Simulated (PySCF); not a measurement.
**Working out the ionisation energy of Sb²⁺**

Sb²⁺ [Kr] 4d10 5s2 5p1 (2P) → Sb³⁺ [Kr] 4d10 5s2 (1S). All numbers are calculated (PySCF 2.14, a scalar-relativistic core potential, in aug-cc-pwCVDZ-PP with ECP28MDF). Frozen: nothing. Energies in hartree (1 hartree = 27.21139 eV):

```
             part  Sb²⁺ (lower)  Sb³⁺ (upper)
              UHF   -238.369896   -237.483622
MP2 opposite-spin     -0.273708     -0.267906
    MP2 same-spin     -0.145853     -0.140270
```

Problem. What does Hartree-Fock give?

Solution. (-237.483622) − (-238.369896) = 0.886274 hartree = 24.117 eV.

Problem. What do MP2 and SCS-MP2 (6/5 opposite-spin, 1/3 same-spin) give?

Solution. The opposite-spin parts differ by 0.158 eV and the same-spin parts by 0.152 eV. MP2: 24.117 + (0.158) + (0.152) = 24.427 eV. SCS-MP2: 24.117 + 1.2 × (0.158) + (0.152)/3 = 24.357 eV.

Reference: 25.323 eV (measured; NIST Atomic Spectra Database, ionization energies), between the lowest levels; spin-orbit coupling is absent from the calculation.

A double-zeta basis recovers only part of the correlation energy.

What remains against the reference includes basis incompleteness and correlation beyond second order.
